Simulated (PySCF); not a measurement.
**Electron correlation in Nb (niobium, neutral)**

[Kr] 4d3 5s1 5p1, one real determinant (an excited configuration). Computed with PySCF 2.14 in x2c-TZVPPall (8s6p6d2f1g, 79 functions), with the spin-free X2C one-electron Hamiltonian (Gaussian nucleus). Frozen: [Kr]; 5 electrons correlated.

MP2 pair energies summed by pair of shells (mhartree):

| pair | energy | share (%) |
| --- | --- | --- |
| 4d-4d | -15.26 | 47.0 |
| 4d-5s | -9.48 | 29.2 |
| 4d-5p | -6.20 | 19.1 |
| 5s-5p | -1.54 | 4.7 |

Total MP2 correlation energy: -32.48 mhartree.

Same-spin part -32.48 and opposite-spin part 0.00 mhartree; SCS-MP2 scales them by 1/3 and 6/5 to -10.83 mhartree.

The basis was made for the ground configuration and has no added diffuse functions, which can raise the energy of the promoted electron.

The reference is one real determinant that mixes LS terms of this configuration.
